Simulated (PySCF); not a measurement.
## Calculated data, BH4O2Si, CH7BNSi

Calculation on a computer-drawn molecule: the log of a Hartree-Fock and frozen-core CCSD(T) single point meant for a local Hartree-Fock minimum, with one planted fault or none, to be diagnosed. Offsets are logged minus clean, where the clean run is the same molecule without the fault. The reference is restricted for singlets and unrestricted otherwise, and also for a bond in bohr or an excited solution. Adding or removing an electron swaps singlet and doublet. The excited solution moves the top pair (singlet) or top alpha electron (doublet) to the lowest empty orbital. Highest occupied and lowest empty are orbital energies over both spins, largest force is the largest gradient component, triples share is (T) over the correlation energy, the T1 limit is 0.02 restricted and 0.045 unrestricted, electrons count all cores, a negative frequency is imaginary (commonest isotopes), and the dipole is about the centre of nuclear charge. Program: PySCF 2.14.0.

Common to all runs: meant basis cc-pV(D+d)Z; logged SCF converged yes; logged CC converged yes; logged SCF stable within its kind yes; possible faults no fault, one electron removed, one electron added, multiplicity raised by two, geometry at a saddle point, SCF held on an excited solution, minimal basis STO-3G, one bond length entered in bohr, all coordinates scaled.

(1) BH4O2Si

Logged structure:
```xyz
8
BH4O2Si
B     -1.9415     1.7860     0.9184
O     -0.8179     1.0604     0.5526
Si     0.8207     1.4271     0.1549
O      1.0377     1.3799    -1.5277
H     -3.0568     1.2472     1.0939
H      1.6565     0.3580     0.8536
H      1.1720     2.8388     0.6008
H      0.9204     0.5348    -2.0128
```

* meant charge: 0
* meant multiplicity: 2
* logged electrons: 39
* logged basis functions: 85
* logged spin squared: 0.7538
* logged highest occupied: -8.9515 eV
* logged lowest empty: 2.8512 eV
* logged largest force: 0.030535 hartree/bohr
* logged T1 diagnostic: 0.016544
* logged D1 diagnostic: 0.050382
* logged triples share: 0.024167
* logged dipole magnitude: 1.4376 debye
* logged energy HF: -465.74232 hartree
* logged energy CCSD(T): -466.32424 hartree
* planted fault: all coordinates scaled, by +3.8 %
* HF energy offset from clean run: 7.082 kcal/mol
* CCSD(T) energy offset from clean run: 2.557 kcal/mol

Drawn bonds:
```
atom  other atom  order
   1           2      1
   2           3      1
   3           4      1
   1           5      1
   3           6      1
   3           7      1
   4           8      1
```

(2) CH7BNSi

Logged structure:
```xyz
11
CH7BNSi
B     -1.6026    -0.8963     1.7277
C     -0.8011     0.4683     1.6303
N     -1.0945     1.2921     0.4259
Si    -0.0669     2.0597    -0.5731
H     -2.4543    -1.1682     0.9333
H     -1.3409    -1.6216     2.6363
H      0.2734     0.2769     1.6755
H     -1.0368     1.0596     2.5220
H     -2.9566     1.4157     0.0410
H      1.3646     1.9683    -0.3152
H     -0.6179     2.8012    -1.7003
```

- meant charge: 1
- meant multiplicity: 1
- logged electrons: 38
- logged basis functions: 100
- logged spin squared: 0.7544
- logged highest occupied: -15.82 eV
- logged lowest empty: -4.128 eV
- logged largest force: 0.028998 hartree/bohr
- logged T1 diagnostic: 0.061223
- logged D1 diagnostic: 0.30305
- logged triples share: 0.037496
- logged dipole magnitude: 3.6594 debye
- logged energy HF: -409.60743 hartree
- logged energy CCSD(T): -410.15411 hartree
- planted fault: one bond length entered in bohr, row 8 of the drawn bonds
- HF energy offset from clean run: 90.82 kcal/mol
- CCSD(T) energy offset from clean run: 88.79 kcal/mol

Drawn bonds:
```
atom  other atom  order
   1           2      1
   2           3      1
   3           4      1
   1           5      1
   1           6      1
   2           7      1
   2           8      1
   3           9      1
   4          10      1
   4          11      1
```

Notes: T1 above single-reference limit.
